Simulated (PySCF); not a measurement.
Simulation results for H3NSi, AlH5N2Si, F2HNSi, ClH3N2Si and others

All values are calculated (PySCF 2.14.0). Calculation on a computer-drawn molecule: optimised geometry and harmonic frequencies of an isolated molecule of the commonest isotopes, restricted reference for singlets and unrestricted otherwise, frozen core in MP2.

Common to all runs: charge 0; multiplicity 1.

(1) H3NSi

Start structure:
```xyz
5
H3NSi
N     -0.4210     0.9920    -1.2287
Si    -0.5951    -0.0827     0.0295
H     -0.8388     1.8974    -1.2806
H     -1.2059    -0.0520     1.3117
H      0.1675    -1.2568    -0.2252
```

| Item | Value |
| --- | --- |
| method | HF |
| basis | cc-pV(D+d)Z |
| rotational constants | 139.6, 17.22, 15.33 GHz |
| total energy | -345.0828 hartree |
| convergence status largest gradient component | 2.607e-05 hartree/bohr |

Drawn bonds:
| atom | other atom | order |
| --- | --- | --- |
| 1 | 2 | 2 |
| 1 | 3 | 1 |
| 2 | 4 | 1 |
| 2 | 5 | 1 |

Optimised structure:
```xyz
5
H3NSi
N     -0.4358     0.9878    -1.2132
Si    -0.5190    -0.0644    -0.0489
H     -0.8866     1.8841    -1.1846
H     -1.2298     0.0392     1.2433
H      0.1778    -1.3488    -0.1899
```

Modes:
| frequency (cm⁻¹) | reduced mass (dalton) |
| --- | --- |
| 601.6 | 1.063 |
| 702.2 | 1.253 |
| 804 | 1.402 |
| 821.8 | 1.065 |
| 1066 | 1.056 |
| 1228 | 6.289 |
| 2330 | 1.043 |
| 2388 | 1.042 |
| 3831 | 1.079 |

(2) H3NSi

Start structure:
```xyz
5
H3NSi
N     -0.4358     0.9878    -1.2132
Si    -0.5190    -0.0644    -0.0489
H     -0.8866     1.8841    -1.1846
H     -1.2298     0.0392     1.2433
H      0.1778    -1.3488    -0.1899
```

| Quantity | Value |
| --- | --- |
| method | MP2 |
| basis | cc-pV(D+d)Z |
| rotational constants | 133.7, 16.49, 14.68 GHz |
| total energy | -345.3569 hartree |
| convergence status largest gradient component | 1.036e-05 hartree/bohr |

Drawn bonds:
| atom | other atom | order |
| --- | --- | --- |
| 1 | 2 | 2 |
| 1 | 3 | 1 |
| 2 | 4 | 1 |
| 2 | 5 | 1 |

Optimised structure:
```xyz
5
H3NSi
N     -0.4088     0.9870    -1.2655
Si    -0.5253    -0.0625    -0.0385
H     -0.8992     1.8824    -1.1583
H     -1.2382     0.0378     1.2610
H      0.1780    -1.3469    -0.1920
```

Modes:
| frequency (cm⁻¹) | reduced mass (dalton) |
| --- | --- |
| 596.7 | 1.066 |
| 614.7 | 1.234 |
| 782 | 1.471 |
| 792.4 | 1.066 |
| 1008 | 1.126 |
| 1082 | 3.804 |
| 2265 | 1.041 |
| 2343 | 1.044 |
| 3564 | 1.077 |

(3) AlH5N2Si

Start structure:
```xyz
9
AlH5N2Si
N     -2.9611    -1.5241     2.7842
Si    -1.8490    -1.8591     1.6758
N     -0.5580    -0.9302     1.0285
Al     0.0171     0.7268     1.2926
H     -3.1309    -0.6464     3.2299
H     -1.8053    -3.1278     1.0562
H      0.0154    -1.4570     0.2861
H     -0.5515     1.9574     0.4072
H      1.1225     1.0791     2.3247
```

| Item | Value |
| --- | --- |
| method | HF |
| basis | cc-pV(D+d)Z |
| rotational constants | 12.27, 2.327, 1.956 GHz |
| total energy | -642.6958 hartree |
| convergence status largest gradient component | 3.337e-05 hartree/bohr |

Drawn bonds:
| atom | other atom | order |
| --- | --- | --- |
| 1 | 2 | 2 |
| 2 | 3 | 1 |
| 3 | 4 | 1 |
| 1 | 5 | 1 |
| 2 | 6 | 1 |
| 3 | 7 | 1 |
| 4 | 8 | 1 |
| 4 | 9 | 1 |

Optimised structure:
```xyz
9
AlH5N2Si
N     -3.1290    -1.3522     2.3893
Si    -1.8315    -1.8239     1.6565
N     -0.4318    -0.9885     1.1724
Al     0.0373     0.7429     1.3474
H     -3.3681    -0.4362     2.7128
H     -1.7081    -3.2353     1.2754
H      0.2412    -1.5808     0.7104
H     -0.9517     1.7362     2.0558
H      1.4409     1.1565     0.7651
```

Modes:
| frequency (cm⁻¹) | reduced mass (dalton) |
| --- | --- |
| 131.4 | 4.309 |
| 134.1 | 1.683 |
| 172.6 | 1.373 |
| 369.2 | 2.668 |
| 517.1 | 1.594 |
| 518.8 | 1.485 |
| 601.2 | 1.119 |
| 620.2 | 1.603 |
| 666.4 | 1.234 |
| 690.6 | 2.748 |
| 763.4 | 1.083 |
| 835.2 | 1.09 |
| 936 | 2.395 |
| 980.3 | 1.248 |
| 1231 | 1.543 |
| 1278 | 5.294 |
| 2012 | 1.043 |
| 2031 | 1.041 |
| 2388 | 1.043 |
| 3743 | 1.074 |
| 3867 | 1.08 |

(4) F2HNSi

Start structure:
```xyz
5
F2HNSi
N     -0.4680     1.0515     0.5376
Si    -1.3278     0.0810     1.4975
F     -0.9123    -0.0963     3.0152
F     -2.5710    -0.8868     1.5071
H     -0.7366     1.1792    -0.3955
```

| Quantity | Value |
| --- | --- |
| method | HF |
| basis | cc-pV(D+d)Z |
| rotational constants | 8.561, 7.01, 3.854 GHz |
| total energy | -542.9297 hartree |
| convergence status largest gradient component | 3.93e-05 hartree/bohr |

Drawn bonds:
| atom | other atom | order |
| --- | --- | --- |
| 1 | 2 | 2 |
| 2 | 3 | 1 |
| 2 | 4 | 1 |
| 1 | 5 | 1 |

Optimised structure:
```xyz
5
F2HNSi
N     -0.5425     1.0009     0.5598
Si    -1.2960     0.0893     1.5469
F     -0.8676    -0.0799     3.0547
F     -2.5644    -0.8460     1.4057
H     -0.7453     1.1643    -0.4052
```

Modes:
| frequency (cm⁻¹) | reduced mass (dalton) |
| --- | --- |
| 329.7 | 3.762 |
| 363.6 | 21.98 |
| 367.7 | 15.64 |
| 569.1 | 1.496 |
| 598.3 | 1.112 |
| 847.6 | 11.11 |
| 1008 | 21.94 |
| 1362 | 8.001 |
| 3892 | 1.081 |

(5) F2HNSi

Start structure:
```xyz
5
F2HNSi
N     -0.5425     1.0009     0.5598
Si    -1.2960     0.0893     1.5470
F     -0.8676    -0.0799     3.0547
F     -2.5644    -0.8460     1.4057
H     -0.7453     1.1643    -0.4052
```

| Item | Value |
| --- | --- |
| method | MP2 |
| basis | cc-pV(D+d)Z |
| rotational constants | 8.267, 6.708, 3.703 GHz |
| total energy | -543.5628 hartree |
| convergence status largest gradient component | 1.781e-05 hartree/bohr |

Drawn bonds:
| atom | other atom | order |
| --- | --- | --- |
| 1 | 2 | 2 |
| 2 | 3 | 1 |
| 2 | 4 | 1 |
| 1 | 5 | 1 |

Optimised structure:
```xyz
5
F2HNSi
N     -0.4757     1.0496     0.5687
Si    -1.2944     0.0933     1.5388
F     -0.8613    -0.0811     3.0729
F     -2.5876    -0.8561     1.3819
H     -0.7968     1.1228    -0.4002
```

Modes:
| frequency (cm⁻¹) | reduced mass (dalton) |
| --- | --- |
| 295.8 | 4.723 |
| 302.5 | 19.55 |
| 343.4 | 16.65 |
| 557.7 | 1.114 |
| 653.4 | 1.536 |
| 786.3 | 6.19 |
| 958.7 | 20.17 |
| 1222 | 7.995 |
| 3611 | 1.078 |

(6) ClH3N2Si

Start structure:
```xyz
7
ClH3N2Si
N     -1.2433    -2.4915     1.1394
Si    -0.3649    -1.3019     0.3292
N      0.3316     0.1207     0.6890
Cl    -0.2317    -1.6192    -1.5803
H     -1.3322    -2.4876     2.1187
H      0.7736     0.7226    -0.0092
H      0.3780     0.5024     1.6046
```

| Quantity | Value |
| --- | --- |
| method | HF |
| basis | cc-pV(D+d)Z |
| rotational constants | 6.95, 3.783, 2.449 GHz |
| total energy | -859.1471 hartree |
| convergence status largest gradient component | 2.43e-05 hartree/bohr |

Drawn bonds:
| atom | other atom | order |
| --- | --- | --- |
| 1 | 2 | 2 |
| 2 | 3 | 1 |
| 2 | 4 | 1 |
| 1 | 5 | 1 |
| 3 | 6 | 1 |
| 3 | 7 | 1 |

Optimised structure:
```xyz
7
ClH3N2Si
N     -1.1609    -2.4277     1.1628
Si    -0.4191    -1.3487     0.3259
N      0.3197     0.1048     0.6930
Cl    -0.2106    -1.6040    -1.6799
H     -1.3382    -2.4381     2.1466
H      0.7635     0.6937     0.0168
H      0.3567     0.4656     1.6262
```

Modes:
| frequency (cm⁻¹) | reduced mass (dalton) |
| --- | --- |
| 266.2 | 4.676 |
| 303.2 | 3.325 |
| 331.2 | 4.082 |
| 357 | 1.431 |
| 412.5 | 1.054 |
| 519.6 | 1.442 |
| 551.5 | 1.118 |
| 571.5 | 6.568 |
| 867.9 | 1.466 |
| 937.4 | 4.591 |
| 1309 | 7.049 |
| 1674 | 1.132 |
| 3796 | 1.05 |
| 3880 | 1.081 |
| 3904 | 1.099 |

(7) ClH3N2Si

Start structure:
```xyz
7
ClH3N2Si
N     -1.1609    -2.4277     1.1628
Si    -0.4191    -1.3487     0.3259
N      0.3197     0.1048     0.6930
Cl    -0.2106    -1.6040    -1.6799
H     -1.3382    -2.4381     2.1466
H      0.7635     0.6937     0.0168
H      0.3567     0.4656     1.6262
```

| Item | Value |
| --- | --- |
| method | MP2 |
| basis | cc-pV(D+d)Z |
| rotational constants | 6.624, 3.796, 2.413 GHz |
| total energy | -859.7129 hartree |
| convergence status largest gradient component | 1.384e-05 hartree/bohr |

Drawn bonds:
| atom | other atom | order |
| --- | --- | --- |
| 1 | 2 | 2 |
| 2 | 3 | 1 |
| 2 | 4 | 1 |
| 1 | 5 | 1 |
| 3 | 6 | 1 |
| 3 | 7 | 1 |

Optimised structure:
```xyz
7
ClH3N2Si
N     -1.1974    -2.5001     1.1420
Si    -0.4255    -1.3584     0.3322
N      0.3234     0.1133     0.6993
Cl    -0.2070    -1.5976    -1.6798
H     -1.3177    -2.3990     2.1527
H      0.7699     0.7012     0.0027
H      0.3654     0.4863     1.6423
```

Modes:
| frequency (cm⁻¹) | reduced mass (dalton) |
| --- | --- |
| 187.7 | 1.356 |
| 250.1 | 4.688 |
| 275.1 | 3.66 |
| 285 | 6.019 |
| 371.1 | 1.021 |
| 520.4 | 1.1 |
| 549.7 | 8.041 |
| 611.3 | 1.364 |
| 794 | 1.5 |
| 889 | 4.119 |
| 1187 | 6.738 |
| 1544 | 1.136 |
| 3608 | 1.078 |
| 3623 | 1.049 |
| 3745 | 1.099 |

(8) H5N3Si

Start structure:
```xyz
9
H5N3Si
N      1.1595    -1.8203    -2.9074
Si     0.9719    -0.5661    -1.9663
N     -0.4247    -0.3984    -1.0294
N      1.8578     0.9826    -1.7072
H      2.0554    -1.9305    -3.3902
H     -1.0420    -1.1751    -1.0462
H     -0.9587     0.4336    -0.9866
H      1.5982     1.5617    -0.8762
H      2.6769     1.0893    -2.0294
```

| Property | Result |
| --- | --- |
| method | HF |
| basis | cc-pV(D+d)Z |
| rotational constants | 7.64, 6.787, 3.594 GHz |
| total energy | -455.2440 hartree |
| convergence status largest gradient component | 1.029e-05 hartree/bohr |

Drawn bonds:
| atom | other atom | order |
| --- | --- | --- |
| 1 | 2 | 2 |
| 2 | 3 | 1 |
| 2 | 4 | 1 |
| 1 | 5 | 1 |
| 3 | 6 | 1 |
| 3 | 7 | 1 |
| 4 | 8 | 1 |
| 4 | 9 | 1 |

Optimised structure:
```xyz
9
H5N3Si
N      1.2710    -1.7634    -2.8460
Si     0.9435    -0.5077    -1.9749
N     -0.5159    -0.4021    -1.1543
N      1.8305     0.8893    -1.6593
H      2.0992    -1.9471    -3.3732
H     -1.1894    -1.1392    -1.2170
H     -0.8173     0.3655    -0.5916
H      1.5340     1.6423    -1.0721
H      2.7387     1.0392    -2.0506
```

Modes:
| frequency (cm⁻¹) | reduced mass (dalton) |
| --- | --- |
| 26.16 | 1.099 |
| 278.6 | 1.19 |
| 303.8 | 2.465 |
| 309.3 | 1.141 |
| 321 | 2.775 |
| 376.6 | 14.8 |
| 454.2 | 1.047 |
| 526.8 | 1.075 |
| 573.9 | 1.304 |
| 790.6 | 1.417 |
| 830.9 | 3.099 |
| 913.4 | 1.604 |
| 997.7 | 5.554 |
| 1297 | 6.783 |
| 1670 | 1.138 |
| 1691 | 1.125 |
| 3805 | 1.05 |
| 3815 | 1.051 |
| 3885 | 1.08 |
| 3907 | 1.098 |
| 3921 | 1.098 |

(9) BF2H2N

Start structure:
```xyz
6
BF2H2N
N     -0.0942     0.6710     1.6056
B      0.9001     0.6422     2.5007
F      1.3163     1.7583     3.1665
F      1.5905    -0.4676     2.8636
H     -0.5826     1.4851     1.3580
H     -0.3903    -0.1405     1.1139
```

| Property | Result |
| --- | --- |
| method | HF |
| basis | cc-pVDZ |
| rotational constants | 10.04, 9.639, 4.918 GHz |
| total energy | -279.3680 hartree |
| convergence status largest gradient component | 2.963e-05 hartree/bohr |

Drawn bonds:
| atom | other atom | order |
| --- | --- | --- |
| 1 | 2 | 1 |
| 2 | 3 | 1 |
| 2 | 4 | 1 |
| 1 | 5 | 1 |
| 1 | 6 | 1 |

Optimised structure:
```xyz
6
BF2H2N
N     -0.0940     0.6653     1.5975
B      0.9283     0.6520     2.5333
F      1.3072     1.7606     3.1616
F      1.5716    -0.4700     2.8410
H     -0.5850     1.4991     1.3565
H     -0.3883    -0.1583     1.1184
```

Modes:
| frequency (cm⁻¹) | reduced mass (dalton) |
| --- | --- |
| 402.7 | 2.957 |
| 414.6 | 1.212 |
| 501.6 | 11.71 |
| 582.3 | 1.036 |
| 721.2 | 11.51 |
| 900.2 | 8.692 |
| 978.6 | 1.556 |
| 1470 | 7.832 |
| 1516 | 3.336 |
| 1745 | 1.413 |
| 3838 | 1.051 |
| 3951 | 1.1 |

(10) BF2H2N

Start structure:
```xyz
6
BF2H2N
N     -0.0940     0.6653     1.5975
B      0.9283     0.6520     2.5333
F      1.3072     1.7606     3.1616
F      1.5716    -0.4700     2.8410
H     -0.5850     1.4991     1.3565
H     -0.3883    -0.1583     1.1184
```

| Quantity | Value |
| --- | --- |
| method | MP2 |
| basis | cc-pVDZ |
| rotational constants | 9.71, 9.479, 4.796 GHz |
| total energy | -279.9894 hartree |
| convergence status largest gradient component | 9.411e-06 hartree/bohr |

Drawn bonds:
| atom | other atom | order |
| --- | --- | --- |
| 1 | 2 | 1 |
| 2 | 3 | 1 |
| 2 | 4 | 1 |
| 1 | 5 | 1 |
| 1 | 6 | 1 |

Optimised structure:
```xyz
6
BF2H2N
N     -0.0982     0.6653     1.5935
B      0.9335     0.6519     2.5381
F      1.3134     1.7794     3.1720
F      1.5824    -0.4890     2.8461
H     -0.5952     1.5107     1.3501
H     -0.3960    -0.1696     1.1086
```

Modes:
| frequency (cm⁻¹) | reduced mass (dalton) |
| --- | --- |
| 352.5 | 1.225 |
| 381.8 | 2.876 |
| 476.5 | 11.77 |
| 568.1 | 1.036 |
| 676.8 | 10.46 |
| 859.6 | 8.661 |
| 909.6 | 1.555 |
| 1413 | 8.493 |
| 1453 | 2.476 |
| 1632 | 1.657 |
| 3675 | 1.05 |
| 3800 | 1.1 |
